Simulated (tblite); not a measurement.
Species: C4H6F2O2Si.
Numbering: `[O:1]=[CH:2][C@@:3]1([F:4])[CH2:5][O:6][SiH2:7][C@@H:8]1[F:9]` (hydrogens: H10 on C2; H11, H12 on C5; H13, H14 on Si7; H15 on C8)

Cartesian coordinates in Å at the GFN2-xTB level; atoms count from 1:
```
atom  x, y, z in Å
O1    -1.064   -0.276    1.876
C2    -1.568   -0.097    0.803
C3    -0.775   -0.074   -0.473
F4    -1.627   -0.220   -1.546
C5    -0.060    1.296   -0.555
O6     1.011    1.283    0.332
Si7    1.611   -0.199    0.703
C8     0.325   -1.126   -0.397
F9     0.874   -1.311   -1.652
H10   -2.645    0.102    0.673
H11   -0.735    2.115   -0.291
H12    0.288    1.432   -1.585
H13    2.902   -0.374    0.050
H14    1.527   -0.449    2.125
H15   -0.067   -2.094   -0.086
```

Method: GFN2-xTB as coded in tblite; computed harmonic values from a numerical Hessian at the method's own geometry, unscaled. Errors from tens to a few hundred cm⁻¹ against measured bands are possible. Modes of hydrogen on silicon can be 10 to 20 % off. One conformer, not necessarily the lowest.

Harmonic wavenumbers (cm⁻¹): 101.2, 130.8, 143.6, 175.9, 238.9, 242.0, 278.1, 354.9, 383.2, 479.5, 497.2, 543.1, 605.6, 615.3, 672.7, 736.5, 782.7, 797.1, 825.0, 885.9, 946.6, 1029.9, 1049.5, 1109.7, 1132.6, 1133.8, 1164.3, 1212.0, 1286.4, 1290.6, 1335.7, 1472.7, 1779.8, 2333.5, 2427.8, 2824.5, 2927.6, 2954.0, 2982.2.

A = 1728, B = 1534, C = 1170 MHz; mass 152.011 u (most abundant isotopes); point group C1, symmetry number 1.

Problem. What is the zero-point energy?

Solution. Half the sum of the wavenumbers: 20941 cm⁻¹ = 250.51 kJ/mol.

Problem. What is S at 298.15 K and 1 bar for an ideal gas of classical rigid rotors and harmonic oscillators?

Solution. Translation 171.51, rotation 121.46, vibration 98.78: S = 391.8 J/(mol K).

Problem. And Cp and H(298.15 K) − H(0)?

Solution. Cp = 153.34 J/(mol K), of which vibrations give 120.08 (their classical limit is 39 R = 324.3); H(298.15 K) − H(0) = 27.06 kJ/mol without the zero-point energy, 17.14 from vibrations.

Problem. Which modes carry the vibrational entropy at 298.15 K?

Solution. 101.2 cm⁻¹: 14.36; 130.8 cm⁻¹: 12.28; 143.6 cm⁻¹: 11.53; 175.9 cm⁻¹: 9.92; 238.9 cm⁻¹: 7.58; 242.0 cm⁻¹: 7.48 J/(mol K); the other 33 give 35.64 together.

Problem. Blend soft modes into free rotors: weight 1/[1 + (100 cm⁻¹/ν̃)⁴] for the oscillator and the rest for a rotor with moment μB/(μ + B), μ = h/(8π²ν), B = 10⁻⁴⁴ kg m². What vibrational entropy results?

Solution. 97.08 J/(mol K) in place of 98.78, which changes −T·S at 298.15 K by +0.51 kJ/mol.

Problem. How do the functions run with temperature in this model?

Solution. 
```tsv
T (K)	S (J/(mol K))	Cp (J/(mol K))	H − H(0) (kJ/mol)	G − H(0) (kJ/mol)	ln q(vib)
150	309.4	92.3	8.78	-37.63	1.68
250	366.5	134.3	20.13	-71.49	3.86
400	442.0	188.8	44.54	-132.24	7.35
600	528.7	238.4	87.66	-229.55	11.98
900	634.4	281.6	166.31	-404.64	18.42
```

q(vib) and H(0) count from the zero-point level.

Problem. What must be added to the electronic energy to get the Gibbs energy at 298.15 K and 1 bar?

Solution. ZPE + [H(298.15 K) − H(0)] − T·S = 250.51 + 27.06 − 116.80 = 160.77 kJ/mol.

Hindered rotation and anharmonicity are outside this model. Other conformers, if any are populated, would add a mixing term that is left out. The structure is chiral; the term R ln 2 for an equal mix with its mirror image is left out.
